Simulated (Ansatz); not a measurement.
Reactions of C₃H₆FN (`C=C(F)NC`).

Calculated with Ansatz (gas phase, PBE0-D4/def2-TZVP geometries, no zero-point term in ΔE). CCSD(T)/CBS adds triple-zeta CCSD(T) − MP2 to the extrapolated MP2 energy (def2 sets, frozen cores). This one scheme is used for every species, atoms too. Open shells (•) are unrestricted, without spin–orbit coupling. Spin–orbit coupling would lower the free atoms: a little for C, F. def2 core potentials past Kr. Bonds to I are less sure, by a few kJ/mol each and by 10 to 20 or more in all where they break to atoms, as the def2 sets lack core-valence functions. Each species was taken in one conformer, which may not be the lowest.

| reaction | HF/CBS(def2) (kJ/mol) | CCSD(T)/CBS(def2) (kJ/mol) |
| --- | --- | --- |
| `C=C(F)NC` + H₂ → `C=CNC` + H–F | -81 | -84 |
| `C=C(F)NC` → 3 C• + F• + 6 H• + N• | 3091 | 4332 |
| `C=C(F)NC` + HI → `C=C(I)NC` + H–F | 17 | -33 |
| `C=C(F)NC` + `C=N` → `C=NC(=C)F` + CH₃NH₂ | -2 | -7 |
| `C=C(F)NC` → `C/C=N/CF` | -19 | -13 |
| `C=C(F)NC` + H₂ → `C=CF` + CH₃NH₂ | -56 | -40 |

Largest T1 diagnostic: 0.013, for `C=NC(=C)F`.
